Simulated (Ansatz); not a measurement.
Isolated molecules relaxed with PBE0-D4/def2-TZVP in Ansatz; ΔE leaves out vibrations. CCSD(T)/CBS adds triple-zeta CCSD(T) − MP2 to the extrapolated MP2 energy (def2 sets, frozen cores). Functionals use def2-TZVPP. HSE06 is defined as in plane-wave codes. For Se outer-core shells are correlated without core-valence functions, which leaves a few kJ/mol of doubt a bond. Scalar relativity is left out up to krypton. Each species was taken in one conformer, which may not be the lowest.

Reaction (ligand exchange at the Si–C bond): `CSC[SiH2]O` + H₂Se → `O[SiH2][SeH]` + `CSC`

Task: Is it downhill or uphill in electronic energy at CCSD(T)/CBS, and by how much? (Best estimate.)

Result: The calculation gave: Downhill: ΔE = -64.8 kJ/mol.

Task: What do these levels give: revPBE-D4, r2SCANh-D4, HSE06-D4, PBE, BLYP, CCSD/def2-TZVPP? (Estimate.)

Result: The calculation gave: revPBE-D4 -61.7, r2SCANh-D4 -66.2, HSE06-D4 -65.8, PBE -68.9, BLYP -70.9, CCSD/def2-TZVPP -63.2 kJ/mol.

Largest T1 diagnostic among the species: 0.011.

At CCSD(T), def2-SVP lies +11.1 kJ/mol from the extrapolated value and def2-TZVPP +3.5 kJ/mol. In def2-TZVPP, CCSD(T) changes the Hartree–Fock value by +15.0 kJ/mol (the triples alone add +1.9 kJ/mol) and MP2 by +11.4 kJ/mol. Leaving LDA and LC-ωPBE aside and taking each functional with its dispersion term where it has one, the values, not all of them listed here, spread over 7.4 kJ/mol, from B2PLYP to BLYP-D4. LDA lies +12.4 kJ/mol from PBE without D4.
